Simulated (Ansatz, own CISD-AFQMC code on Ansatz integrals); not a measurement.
CH3NS, SMILES `[H]/N=C/S` (N–C–S–H torsion 0°) (charge 0, multiplicity 1).

Z-matrix (Å, degrees):
```
C
N 1 1.2613
H 2 1.0182 1 110.79
H 1 1.0956 2 125.56 3 0.04
S 1 1.7471 4 111.02 2 -180.00
H 5 1.3448 1 94.73 4 179.96
```
Charge 0, multiplicity 1.

Frozen-core correlation energies in cc-pVDZ at a geometry from PBE0-D3(BJ)/def2-TZVP, on an HF energy of -491.57838 Ha (<S^2> = 0.00). Wave-function levels are from Ansatz, the walk from an own CISD-AFQMC code on Ansatz integrals (time step 0.005/Ha, trial state from CCSD amplitudes, largest double 0.08).

```
level     correlation energy (mHa)
--------  ------------------------
MP2                         -431.9
CCSD                        -463.5
CCSD(T)                     -479.5
CCSDT(Q)                    -481.6
```

What correlation energy does phaseless AFQMC give, and where does it lie among these levels?

-481.8 ± 0.4 mHa (one standard error). AFQMC minus each level: MP2 -49.9 mHa, CCSD -18.3 mHa, CCSD(T) -2.3 mHa, CCSDT(Q) -0.3 mHa.
